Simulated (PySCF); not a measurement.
C3H3 (SMILES [CH]=C=C), doublet, geometry from GFN2-xTB; PySCF with B3LYP/pcseg-1.

The PySCF input:
```python
from pyscf import gto, scf, dft

mol = gto.M(
    atom='''
C     0.001404   -0.018997    0.109188
C     0.016848   -0.227990    1.310390
C    -0.015720    0.212717   -1.222609
H     0.030126   -0.407665    2.343087
H     0.899848    0.246266   -1.784816
H    -0.945169    0.367019   -1.740084
''',
    basis='pcseg-1',
    charge=0,
    spin=1,
    verbose=4,
)

mf = dft.UKS(mol)
mf.xc = 'b3lyp'
mf.grids.level = 5
mf.kernel()
```

What the program printed (banner, timings and long lists left out):

```
PySCF version 2.14.0

[INPUT] verbose = 4
[INPUT] num. atoms = 6
[INPUT] num. electrons = 21
[INPUT] charge = 0
[INPUT] spin (= nelec alpha-beta = 2S) = 1
[INPUT] symmetry False subgroup None
[INPUT] Mole.unit = angstrom
[INPUT] Symbol           X                Y                Z      unit          X                Y                Z       unit  Magmom
[INPUT]  1 C      0.001404000000  -0.018997000000   0.109188000000 AA    0.002653175479  -0.035899127188   0.206335416089 Bohr   0.0
[INPUT]  2 C      0.016848000000  -0.227990000000   1.310390000000 AA    0.031838105747  -0.430838659140   2.476278216369 Bohr   0.0
[INPUT]  3 C     -0.015720000000   0.212717000000  -1.222609000000 AA   -0.029706494678   0.401976872039  -2.310396167428 Bohr   0.0
[INPUT]  4 H      0.030126000000  -0.407665000000   2.343087000000 AA    0.056929889229  -0.770375200571   4.427792716029 Bohr   0.0
[INPUT]  5 H      0.899848000000   0.246266000000  -1.784816000000 AA    1.700466273738   0.465375293792  -3.372813422742 Bohr   0.0
[INPUT]  6 H     -0.945169000000   0.367019000000  -1.740084000000 AA   -1.786110551429   0.693565392512  -3.288282193738 Bohr   0.0

nuclear repulsion = 53.8286038508703
number of shells = 15
number of NR pGTOs = 96
number of NR cGTOs = 57
basis = pcseg-1
ecp = {}

******** <class 'pyscf.dft.uks.UKS'> ********
method = UKS
initial guess = minao
damping factor = 0
level_shift factor = 0
DIIS = <class 'pyscf.scf.diis.CDIIS'>
diis_start_cycle = 1
diis_space = 8
diis_damp = 0
SCF conv_tol = 1e-09
SCF conv_tol_grad = None
SCF max_cycles = 50
direct_scf = True
direct_scf_tol = 1e-13
number electrons alpha = 11  beta = 10
XC library pyscf.dft.libxc version 7.1.2
    S. Lehtola, C. Steigemann, M. J. T. Oliveira, and M. A. L. Marques,  SoftwareX 7, 1–5 (2018)
XC functionals = b3lyp
    P. J. Stephens, F. J. Devlin, C. F. Chabalowski, and M. J. Frisch,  J. Phys. Chem. 98, 11623 (1994)
radial grids:
    Treutler-Ahlrichs [JCP 102, 346 (1995); DOI:10.1063/1.469408] (M4) radial grids

becke partition: Becke, JCP 88, 2547 (1988); DOI:10.1063/1.454033
pruning grids: <function nwchem_prune>
grids dens level: 5
symmetrized grids: False
atomic radii adjust function: <function treutler_atomic_radii_adjust>
small_rho_cutoff = 0
Set gradient conv threshold to 3.16228e-05
tot grids = 199560
init E= -116.276926011219

cycle= 1 E= -115.963991900624  delta_E= 0.313  |g|= 0.175  |ddm|= 2.08
cycle= 2 E= -115.96721764487  delta_E= -0.00323  |g|= 0.167  |ddm|= 0.44
cycle= 3 E= -115.98342199025  delta_E= -0.0162  |g|= 0.0352  |ddm|= 0.193
cycle= 4 E= -115.983944839114  delta_E= -0.000523  |g|= 0.0202  |ddm|= 0.0416
cycle= 5 E= -115.98414073035  delta_E= -0.000196  |g|= 0.0119  |ddm|= 0.0291
cycle= 6 E= -115.984235007673  delta_E= -9.43e-05  |g|= 0.00349  |ddm|= 0.0135
cycle= 7 E= -115.984252955315  delta_E= -1.79e-05  |g|= 0.000944  |ddm|= 0.00804
cycle= 8 E= -115.984255475608  delta_E= -2.52e-06  |g|= 0.000349  |ddm|= 0.0036
cycle= 9 E= -115.984255950701  delta_E= -4.75e-07  |g|= 7.62e-05  |ddm|= 0.00198
cycle= 10 E= -115.984255965854  delta_E= -1.52e-08  |g|= 1.89e-05  |ddm|= 0.000339
cycle= 11 E= -115.984255966346  delta_E= -4.92e-10  |g|= 3.61e-06  |ddm|= 5.9e-05
Extra cycle  E= -115.984255966357  delta_E= -1.14e-11  |g|= 2.69e-06  |ddm|= 7.46e-06
converged SCF energy = -115.984255966357  <S^2> = 0.76921948  2S+1 = 2.019128
```
